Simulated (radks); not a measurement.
Spherical quantum dot in the effective-mass picture: electrons in a well V = -V0 / (1 + exp((r - R)/a)) with V0 = 22.9, R = 1.56, a = 0.08, all in effective atomic units (hartree* = m*/eps^2 hartree, bohr* = eps/m* bohr), one dielectric constant everywhere. Method: non-relativistic Kohn-Sham, LDA (Slater exchange, Perdew-Wang correlation), spin-polarised, spherical densities; computed with a radial shooting solver with Libxc functionals. Levels are named by radial order and angular momentum (1s, 1p, 1d, 2s, ...), and open shells are averaged over m. Results are scaled to m* = 0.05 and eps = 13.6, for which hartree* = 7.356 meV and bohr* = 14.39 nm. Each electron was tried in the lowest free levels, single moves between levels near the top were tried too, and the lowest total energy was kept; such a search can miss a lower state. The series stops at N = 17: beyond it a trial failed or the search could not be trusted, so later rows were left out. At N = 1 the Hartree and exchange-correlation terms need not cancel, so that row can carry a self-interaction error.

| N | open shells | 2S | E (meV) | mu = E(N) - E(N-1) (meV) | addition energy mu(N+1) - mu(N) (meV) | e(HOMO) (meV) | rms radius (nm) |
|---|---|---|---|---|---|---|---|
| 1 | 1s(up 1, down 0) | 1 | -154.186 | -154.19 | 7.457 | -151.36 | 12.58 |
| 2 | none | 0 | -300.915 | -146.73 | 19.05 | -143.83 | 12.86 |
| 3 | 1p(up 1, down 0) | 1 | -428.590 | -127.67 | 5.710 | -124.86 | 13.67 |
| 4 | 1p(up 2, down 0) | 2 | -550.555 | -121.96 | 5.866 | -119.05 | 14.11 |
| 5 | 1p(up 3, down 0) | 3 | -666.653 | -116.10 | 7.610 | -113.14 | 14.41 |
| 6 | 1p(up 3, down 1) | 2 | -775.142 | -108.49 | 5.602 | -105.72 | 14.64 |
| 7 | 1p(up 3, down 2) | 1 | -878.029 | -102.89 | 5.732 | -100.03 | 14.83 |
| 8 | none | 0 | -975.185 | -97.156 | 21.28 | -94.269 | 14.99 |
| 9 | 1d(up 1, down 0) | 1 | -1051.06 | -75.877 | 5.447 | -73.160 | 15.24 |
| 10 | 1d(up 2, down 0) | 2 | -1121.49 | -70.430 | 5.475 | -67.696 | 15.44 |
| 11 | 1d(up 3, down 0) | 3 | -1186.45 | -64.955 | 5.490 | -62.211 | 15.62 |
| 12 | 1d(up 4, down 0) | 4 | -1245.91 | -59.465 | 5.496 | -56.717 | 15.78 |
| 13 | 1d(up 5, down 0) | 5 | -1299.88 | -53.969 | 7.041 | -51.220 | 15.91 |
| 14 | 1d(up 5, down 1) | 4 | -1346.81 | -46.928 | 5.343 | -44.262 | 16.04 |
| 15 | 1d(up 5, down 2) | 3 | -1388.39 | -41.585 | 5.369 | -38.904 | 16.15 |
| 16 | 1d(up 5, down 3) | 2 | -1424.61 | -36.216 | 5.383 | -33.526 | 16.26 |
| 17 | 1d(up 5, down 4) | 1 | -1455.44 | -30.833 | - | -28.139 | 16.36 |

All shells are closed at N = 2, 8 (there: 1s2 1p6); the second difference of the energy has clear peaks (12 % above both neighbours; the first and last values, which can be the largest, are not judged, and half-filled shells can peak too) at N = 2, 5, 8, 13.
